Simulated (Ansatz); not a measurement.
C₃H₉AlO at its PBE0-D4/def2-TZVP geometry, where that method's forces vanish. The species carries charge 0 and has multiplicity 1. The bonds changed during the relaxation, so this is another structure than the one it started from.

```xyz
14

C    -0.1534   -1.5509   -0.9378
C     0.3890   -0.4469   -0.0698
O     0.3880    0.8239   -0.8665
C    -0.4170   -0.0537    1.1485
Al   -0.2020    1.8847    0.7026
H    -0.1503   -2.4848   -0.3716
H     0.4427   -1.6979   -1.8427
H    -1.1824   -1.3293   -1.2282
H     1.4338   -0.6333    0.1951
H     1.1752    0.9330   -1.4077
H    -1.4397   -0.4324    1.0909
H     0.0386   -0.4082    2.0726
H     1.1256    2.6088    1.2267
H    -1.4481    2.7870    0.2879
```

(1) What forces (eV/Å) does PBE-D4/def2-TZVPP give on these atoms in the Gaussian-basis code of Ansatz? (Estimate.)

Answers

(1) Ansatz gave: 
```
C1   0.009 -0.025 -0.025
C2  -0.006 -0.257  0.192
O3  -0.332  0.338 -0.180
C4  -0.030  0.013  0.050
Al5 -0.029  0.158  0.119
H6  -0.004 -0.193  0.099
H7   0.111 -0.046 -0.186
H8  -0.209  0.033 -0.058
H9   0.226 -0.051  0.066
H10  0.382  0.048 -0.267
H11 -0.198 -0.071  0.002
H12  0.078 -0.052  0.188
H13  0.081  0.048  0.034
H14 -0.078  0.057 -0.032
```
